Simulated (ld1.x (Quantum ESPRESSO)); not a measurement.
**Before and after: RRKJ potential for Ru**

```
Element                 : ruthenium (Ru)
Generator               : ld1.x (Quantum ESPRESSO) 7.5
Type                    : norm-conserving RRKJ (Kleinman–Bylander form)
Functional              : PBEsol
Relativity              : scalar-relativistic
Frozen core             : [Ar] 3d10
Valence charge          : 16
Reference configuration : 4s2 4p6 4d6.5 5s0 5p0 (charge +1.5)
Partial waves           : 4s (bound): rc 0.95 bohr; 4p (bound): rc 1.70 bohr; 4f channel at 0.25 Ry: rc 1.60 bohr; 4d (bound): rc 1.55 bohr
Local potential         : the d channel
Core correction         : Bessel-smoothed model core inside 0.80 bohr
rho0                    : 0.005
```

All-electron outer shells of the reference configuration (PBEsol, scalar-relativistic, ld1.x):

```csv
shell,level (eV),outermost node (bohr),outermost maximum (bohr)
3d,-286.62,–,0.30
4s,-89.80,0.48,0.92
4p,-59.83,0.49,0.98
4d,-18.11,0.48,1.21
5s,-14.57,1.23,2.50
5p,-9.49,1.38,3.05
```

Change: wave 4s (bound): rc 0.95 bohr becomes 4s (bound): rc 1.00 bohr.

Cutoffs: the cutoffs (Ry, on a coarse ladder) from which the occupation-weighted sum of valence levels, in a spherical-Bessel basis at the reference potential, stays within 10 and 1 mRy of its value at 400 Ry; they do not see the model core or the augmentation charge, which bear on the density cutoff. Errors are all-electron minus pseudo energies relative to the spin-unpolarised reference configuration.

What does the change do?

The potential gets neither clearly harder nor softer (140 Ry and 200 Ry → 160 Ry and 180 Ry); the errors of the 7 common tests hardly move; the range in which the s phases agree narrows (upper end at the end of the scan → 1.1); neither file shows a bound ghost.

| quantity | base | changed |
| --- | --- | --- |
| cutoff, loose | 140 Ry | 160 Ry |
| cutoff, tight | 200 Ry | 180 Ry |
| loose cutoff by channel (10 mRy a level) | s 120 Ry, p 25 Ry, d 45 Ry | s 140 Ry, p 25 Ry, d 45 Ry |
| bound ghosts | none | none |
| error for 4s2 4p6 4d7 5s1 5p0, meV [ΔE -14.94 eV] | -28 | -31 |
| error for 4s2 4p6 4d7 5s0 5p0, meV [ΔE -7.64 eV] | +0.1 | +0.2 |
| error for 4s2 4p6 4d6 5s0 5p0, meV [ΔE 10.54 eV] | -0.2 | -0.2 |
| error for 4s2 4p6 4d4 5s0 5p0, meV [ΔE 85.64 eV] | +20 | +20 |
| error for 4s1 4p6 4d7 5s1 5p0, meV [ΔE 67.70 eV] | -64 | -69 |
| error for 4s2 4p6 4d6 5s1 5p0, meV [ΔE -4.81 eV] | -43 | -49 |
| error for 4s2 4p6 4d8 5s0 5p0, meV [ΔE -15.27 eV] | -0.3 | -0.3 |
| s: phases at 1.84 bohr within 0.05 rad from the reference energy up to (Ry; the scan ends near 5) | to the end of the scan | 1.1 |
| p: phases at 1.84 bohr within 0.05 rad from the reference energy up to (Ry; the scan ends near 5) | 1.3 | 1.3 |
| d: phases at 1.84 bohr within 0.05 rad from the reference energy up to (Ry; the scan ends near 5) | to the end of the scan | to the end of the scan |
| f: phases at 1.84 bohr within 0.05 rad from the reference energy up to (Ry; the scan ends near 5) | to the end of the scan | to the end of the scan |
